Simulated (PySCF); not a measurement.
Gas-phase reaction: MoOF4 + 3 O + 3 H2 → MoO2(OH)2 + 4 HF

Energies from PySCF, thermal terms from the rigid-rotor harmonic-oscillator model, ideal gas at 1 bar. † marks an energy on the PBE0/def2-TZVP geometry and frequencies; other levels use their own. Open shells (unrestricted): O (multiplicity 3, electronic degeneracy 9); the rest are closed-shell singlets. Spin-orbit splitting is ignored; it lowers the true energy and changes the entropy of O. B3LYP is the form with VWN-RPA correlation. Mo: scalar-relativistic def2 core potential, no spin-orbit coupling. No R ln 2 is added for the mirror-image form of MoO2(OH)2. The harmonic model lacks anharmonicity and excited electronic states, which grow with temperature; levels with a mode under 35 cm⁻¹ are left out. Soft modes under 120 cm⁻¹ make the harmonic entropy rough for MoOF4.

```
level              ΔE electronic, kJ  ΔH°(298 K), kJ  ΔS°(298 K), J/K  ΔG°(800 K), kJ
-----------------  -----------------  --------------  ---------------  --------------
B3LYP/def2-TZVP†               -1354           -1292             -187           -1133
HF/def2-TZVP†                   -767            -704             -187            -546
M06-2X/def2-TZVP†              -1419           -1357             -187           -1198
PBE/def2-SVP                   -1357           -1298             -186           -1142
LDA/def2-TZVP†                 -1727           -1664             -187           -1506
```
ΔH° is lowest at LDA/def2-TZVP† and highest at HF/def2-TZVP†. No reference value is set beside these.
